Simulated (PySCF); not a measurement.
A PySCF script (with the pyscf-properties extension) for the NMR shieldings of SMILES CC[SiH2]CCl, C₃H₉ClSi, on a GFN2-xTB geometry:

```python
import basis_set_exchange as bse
import numpy as np
from pyscf import gto, dft
from pyscf.prop import nmr

atoms = """
C    -2.176318    0.042794   -0.150375
C    -0.729257    0.262792   -0.578619
Si    0.520181   -0.255939    0.754506
C     2.287261    0.081551    0.102542
Cl    2.556346   -0.861462   -1.388048
H    -2.863631    0.341819   -0.939583
H    -2.354489   -1.005241    0.076889
H    -2.405825    0.623350    0.739686
H    -0.541934   -0.299197   -1.495790
H    -0.591000    1.316909   -0.830298
H     0.418374   -1.685200    1.057222
H     0.364928    0.543130    1.977267
H     2.460904    1.123517   -0.154669
H     3.053782   -0.229297    0.807103
"""
names = dict.fromkeys(["C", "Si", "Cl", "H"], "pcSseg-1")
basis = {el: gto.basis.parse(bse.get_basis(n, elements=[el], fmt="nwchem")) for el, n in names.items()}
mol = gto.M(atom=atoms, basis=basis, charge=0, verbose=0)
mf = dft.RKS(mol, xc="PBE0")
mf.grids.level = 2
mf.grids.alignment = dft.numint.BLKSIZE   # the property module wants whole blocks of grid points
mf.conv_tol = 1e-9
mf.kernel()

calc = nmr.RKS(mf)   # GIAO
C = mf.mo_coeff
Co = C[:, mf.mo_occ > 0]
resp = mf.gen_response(singlet=True, hermi=2)
def vind(x):   # induced exchange potential for any number of trial vectors
    d = np.einsum("pi,xij,qj->xpq", C, 2 * x.reshape(-1, C.shape[1], Co.shape[1]), Co, optimize=True)
    return np.einsum("xpq,pi,qj->xij", resp(d - d.transpose(0, 2, 1)), C, Co, optimize=True).ravel()
mo1, _ = nmr.rhf.solve_mo1(calc, with_cphf=vind)
sigma = calc.kernel(mo1)
for i, s in enumerate(sigma):   # ppm
    w = np.linalg.eigvalsh((s + s.T) / 2)
    print("%2d %-2s iso %8.1f  s11 %8.1f  s22 %8.1f  s33 %8.1f" % (i, mol.atom_pure_symbol(i), w.mean(), *w))
```

Task: What does it print?

Result: 
```
 0 C  iso    176.4  s11    169.4  s22    171.2  s33    188.8
 1 C  iso    182.0  s11    172.0  s22    181.7  s33    192.3
 2 Si iso    383.9  s11    347.0  s22    378.1  s33    426.5
 3 C  iso    155.7  s11    133.8  s22    143.1  s33    190.1
 4 Cl iso    927.9  s11    820.1  s22    865.8  s33   1097.8
 5 H  iso     30.2  s11     25.0  s22     27.7  s33     38.0
 6 H  iso     30.8  s11     26.0  s22     29.2  s33     37.1
 7 H  iso     30.8  s11     26.0  s22     29.0  s33     37.3
 8 H  iso     30.3  s11     24.3  s22     30.6  s33     36.0
 9 H  iso     31.0  s11     25.5  s22     30.5  s33     37.1
10 H  iso     27.7  s11     24.2  s22     26.5  s33     32.4
11 H  iso     27.5  s11     23.9  s22     25.9  s33     32.8
12 H  iso     28.8  s11     23.6  s22     27.3  s33     35.6
13 H  iso     28.7  s11     22.6  s22     27.5  s33     36.0
```

These numbers come from an equivalent density-fitted implementation of the same equations, which agrees with the script to about 0.01 ppm for H and up to a few tenths of a ppm for heavy atoms, so last digits may differ.

Task: Turn these shieldings into chemical shifts. Shifts are taken against calculated references (same method and geometry level): 13C (σref 186.93), 29Si (σref 349.16), 1H (σref 31.72) against TMS; HCl for 35Cl (σref 949.78).

Result: Averaging equivalent atoms: C 3: 31.3; C 0: 10.5; C 1: 4.9; Si 2: -34.7; Cl 4: 22; H 10/11: 4.11; H 12/13: 2.97; H 5/6/7: 1.14; H 8/9: 1.06 ppm. 

Size and cost of the density-fitted run: 144 basis functions, 23 s wall time on 1 thread of an Arm Neoverse N1, shared host; peak memory 0.7 GiB.
